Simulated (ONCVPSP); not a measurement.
## What one change does to a pseudopotential (zirconium (Zr), ONCV)

```json
{"Element": "zirconium", "Generator": "ONCVPSP 4.0.1", "Type": "optimised norm-conserving Vanderbilt (ONCV)", "Functional": "PBEsol", "Relativity": "fully relativistic", "Frozen core": "[Ar] 3d10", "Valence charge": "12", "Reference configuration": "4s2 4p6 4d2 5s1 5p1", "Partial waves": "4s+5s: rc 2.15 bohr, ncon 4, nbas 8, qcut 5.1 1/bohr, 2 projectors; 4p+5p: rc 1.80 bohr, ncon 5, nbas 8, qcut 9.2 1/bohr, 2 projectors; 4d: rc 2.30 bohr, ncon 4, nbas 9, qcut 6.9 1/bohr, 1 projector", "Local potential": "polynomial inside 1.70 bohr (lpopt 5, dvloc0 4 Ha)", "Core correction": "none"}
```

Open shells are filled in proportion to 2j + 1.

Change: all radii scaled by about 1.15 (s 2.46, p 2.06, d 2.64 bohr); local potential polynomial inside 1.94 bohr (lpopt 5, dvloc0 4 Ha).

Cutoffs: the cutoffs (Ha) at which the residual kinetic energy of the hardest occupied pseudo-wave falls to 1 and 0.1 mHa per electron; they do not see the model core or the augmentation charge, which bear on the density cutoff. Errors are all-electron minus pseudo energies relative to the spin-unpolarised reference configuration.

Task: What does the change do?

Result: The potential gets softer (26 Ha and 32 Ha → 23 Ha and 29 Ha); of the 4 tests that both files solve, the error grows in 1 and shrinks in 0 by more than 15 % and 0.3 meV (median size 0.3 → 0.5 meV); neither file shows a bound ghost. A larger radius leaves more room for a smooth pseudo-wave, so fewer plane waves are needed.

| quantity | base | changed |
| --- | --- | --- |
| cutoff, loose | 26 Ha | 23 Ha |
| cutoff, tight | 32 Ha | 29 Ha |
| loose cutoff by channel | s 8.2 Ha, p 26 Ha, d 14 Ha | s 5.0 Ha, p 23 Ha, d 13 Ha |
| bound ghosts | none | none |
| GHOST(+) flags under 300 eV | none | none |
| error for 4s2 4p6 4d2 5s2 5p0, meV [ΔE -3.07 eV] | -0.6 | -0.8 |
| error for 4s2 4p6 4d2 5s1 5p0, meV [ΔE 4.10 eV] | +0.1 | +0.1 |
| error for 4s2 4p6 4d2 5s0 5p0, meV [ΔE 17.01 eV] | -2.2 | -3.2 |
| error for 4s2 4p6 4d2.5 5s1.5 5p0, meV [ΔE -2.55 eV] | 0.0 | -0.1 |
